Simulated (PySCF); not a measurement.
## SMILES C(C)(F)(F)OC=C1CC1, C₆H₈F₂O

Geometry:
```json
{"atom": "C1", "x (Å)": "2.880", "y (Å)": "-0.617", "z (Å)": "0.154"}
{"atom": "C2", "x (Å)": "1.394", "y (Å)": "-0.354", "z (Å)": "0.004"}
{"atom": "F3", "x (Å)": "1.070", "y (Å)": "-0.280", "z (Å)": "-1.327"}
{"atom": "F4", "x (Å)": "0.685", "y (Å)": "-1.443", "z (Å)": "0.444"}
{"atom": "O5", "x (Å)": "1.038", "y (Å)": "0.764", "z (Å)": "0.660"}
{"atom": "C6", "x (Å)": "-0.298", "y (Å)": "1.184", "z (Å)": "0.648"}
{"atom": "C7", "x (Å)": "-1.307", "y (Å)": "0.607", "z (Å)": "0.052"}
{"atom": "C8", "x (Å)": "-1.876", "y (Å)": "-0.461", "z (Å)": "-0.772"}
{"atom": "C9", "x (Å)": "-2.746", "y (Å)": "0.650", "z (Å)": "-0.229"}
{"atom": "H10", "x (Å)": "3.430", "y (Å)": "0.224", "z (Å)": "-0.255"}
{"atom": "H11", "x (Å)": "3.112", "y (Å)": "-0.733", "z (Å)": "1.208"}
{"atom": "H12", "x (Å)": "3.131", "y (Å)": "-1.526", "z (Å)": "-0.386"}
{"atom": "H13", "x (Å)": "-0.373", "y (Å)": "2.092", "z (Å)": "1.228"}
{"atom": "H14", "x (Å)": "-1.961", "y (Å)": "-1.448", "z (Å)": "-0.340"}
{"atom": "H15", "x (Å)": "-1.641", "y (Å)": "-0.471", "z (Å)": "-1.827"}
{"atom": "H16", "x (Å)": "-3.432", "y (Å)": "0.423", "z (Å)": "0.575"}
{"atom": "H17", "x (Å)": "-3.114", "y (Å)": "1.401", "z (Å)": "-0.913"}
```

Computed with PySCF 2.14.0, GIAO B3LYP/pcSseg-1 magnetisability, rotational g tensor and spin-rotation constants, non-relativistic, gas phase. Geometry: GFN2-xTB.

Give the nuclear spin-rotation constants along the inertial axes (H = +C I·J) beside the isotropic shieldings.

Rotational constants 3.5342, 1.1300, 1.0264 GHz. A star marks the isotopologue with that one atom substituted, in its own axes.
```
atom  isotope  Caa (kHz)  Cbb (kHz)  Ccc (kHz)  mean (kHz)  σ (ppm)
  F3      19F      5.891      1.291      0.979       2.720    252.9
  F4      19F      5.885      1.291      0.981       2.719    252.9
 H10       1H     -0.316     -0.098     -0.021      -0.145     30.0
 H11       1H     -0.317     -0.098     -0.021      -0.145     30.0
 H12       1H     -0.281      0.006     -0.125      -0.133     30.0
 H13       1H     -0.327      0.094     -0.102      -0.112     25.1
 H14       1H     -0.377     -0.063     -0.037      -0.159     30.4
 H15       1H     -0.377     -0.063     -0.036      -0.159     30.4
 H16       1H     -0.203     -0.122     -0.036      -0.120     30.5
 H17       1H     -0.202     -0.122     -0.036      -0.120     30.5
  C1     13C*      0.477      0.197      0.183       0.286    154.5
  C2     13C*      1.137      0.374      0.316       0.609     48.4
  O5     17O*     -0.777     -0.271     -0.136      -0.394    155.8
  C6     13C*      1.323      0.419      0.244       0.662     45.5
  C7     13C*      1.579      0.404      0.075       0.686     70.2
  C8     13C*      0.524      0.221      0.077       0.274    169.9
  C9     13C*      0.654      0.158      0.074       0.296    174.4
```
For the geometry as given, no vibrational averaging.
